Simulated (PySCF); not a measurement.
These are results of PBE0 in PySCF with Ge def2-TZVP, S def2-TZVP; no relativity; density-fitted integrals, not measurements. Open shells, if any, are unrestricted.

**Question.** What shape and geometry does isolated singlet GeS₂ take (every ligand bound to Ge)?

**Answer.** Counting electrons, germanium keeps none of its valence electrons outside its bonds, so the VSEPR class is AX2 and the expected shape is linear (D∞h), as computed. The lowest minimum found is a singlet of D∞h symmetry with Ge–S 1.996 Å (×2); S–Ge–S 180.0°. Its harmonic wavenumbers are 132 (πu), 497 (σg+), 673 (σu+) cm⁻¹ and its dipole moment is 0.00 D.
